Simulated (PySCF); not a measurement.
## Electron correlation in N (nitrogen, neutral)

[He] 2s2 2p3, high-spin 4S determinant. Computed with PySCF 2.14 in aug-cc-pCVTZ-DK (7s6p4d2f, 59 functions), with scalar relativity by spin-free X2C-1e. Frozen: 1s2; 5 electrons correlated.

| level | correlation energy (mhartree) |
| --- | --- |
| CCSD | -114.98 |
| (T) | -2.65 |
| CCSD(T) | -117.63 |

Diagnostics: T1 = 0.0071, D1 = 0.0143, largest double amplitude 0.028.

Is a single reference adequate?

Yes: T1 lies below 0.03 and no double amplitude reaches 0.07.
